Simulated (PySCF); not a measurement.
From a computed spectrum to the compound

A species of 3 atoms with charge 0 has these harmonic modes (PBE0, small Gaussian bases with core potentials, PySCF 2.14.0):

```json
{"cm⁻¹": "194", "km/mol": "19.4", "symmetry": "a'"}
{"cm⁻¹": "595", "km/mol": "104.2", "symmetry": "a'"}
{"cm⁻¹": "865", "km/mol": "114.4", "symmetry": "a'"}
```

**Question.** Which species is it, and in which structure?

**Answer.** LuOF (singlet):
```xyz
3

Lu    0.0341    0.0000   -0.1779
O     1.5028    0.0000    0.8494
F    -1.5792    0.0000    0.9233
```
Ideal gas at 298.15 K and 1 bar: S = 288.5 J/(mol K), Cp = 47.6 J/(mol K), H − H(0 K) = 12.0 kJ/mol (rigid rotor, harmonic modes, spin degeneracy alone). 
 The answer isn't unique; the calculation gave this one.
